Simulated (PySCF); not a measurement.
A structure optimised at PBE-D3(BJ)/def2-SVP, used in a PySCF frequency run:

```xyz
4

Se     0.0000     0.0000    -0.2841
F      0.0000     1.8287    -0.1998
F      0.0000    -1.8287    -0.1998
F      0.0000     0.0000     1.4731
```
Charge 0, spin multiplicity 2.

Problem. Write its SMILES, formula and point group.

Solution. F[Se](F)F, F₃Se, C2v

Problem. What are its rotational constants (standard atomic weights)?

Solution. 10.295, 3.9773, 2.8690 GHz
